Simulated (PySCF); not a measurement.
## How methods differ on the ionisation energy of Bi

Bi [Xe] 4f14 5d10 6s2 6p3 (4S) → Bi⁺ [Xe] 4f14 5d10 6s2 6p2 (3P), as a difference of total energies. All numbers are calculated (PySCF 2.14, scalar relativity by spin-free X2C-1e, in aug-cc-pwCVTZ-DK3). Correlated levels: valence: [Xe] 4f14 5d10 frozen. The calculations carry no spin-orbit coupling.

```csv
method,ionisation energy (eV)
UHF,8.212
MP2 (valence),8.569
SCS-MP2 (valence),8.454
CCSD (valence),8.577
CCSD(T) (valence),8.602
```

**Question.** How much does correlation contribute at CCSD(T) (valence)?

**Answer.** 8.602 − (8.212) = 0.390 eV, measured against UHF.

Spin-orbit coupling is strong in these open shells (close to jj coupling). The scalar numbers leave it out and a first-order estimate fails, so it can dominate the gap to the real levels.

Errors of the correlated levels include the incompleteness of this basis and the frozen core.

For comparison: 7.286 eV (measured; NIST Atomic Spectra Database, ionization energies).
